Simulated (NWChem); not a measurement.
Species: GeH$_{3}$SeCl; SMILES [Se]([GeH3])Cl

```xyz
6

Se    -0.8082     0.6353     0.0000
Cl     1.0734     1.7787     0.0000
Ge     0.2481    -1.4837     0.0000
H      1.1040    -1.6182     1.2667
H     -0.9186    -2.4869     0.0000
H      1.1040    -1.6182    -1.2667
```
Atoms are numbered in this order, from 1.

All runs: NWChem. All runs use the structure optimised with PBE0/def2-SVP. Vzz is the largest principal value of the second derivative of the potential at the nucleus (NWChem prints the opposite sign); η is the asymmetry. Non-relativistic.

### Question
Estimate the computed values for B3LYP/def2-SVP. Quantities: Vzz Se1 (a.u.); η Se1; Vzz Cl2 (a.u.); η Cl2; Vzz Ge3 (a.u.); η Ge3.

### Answer
* **Vzz Se1 (a.u.)**: 6.837
* **η Se1**: 0.99
* **Vzz Cl2 (a.u.)**: 4.024
* **η Cl2**: 0.11
* **Vzz Ge3 (a.u.)**: 1.069
* **η Ge3**: 0.12
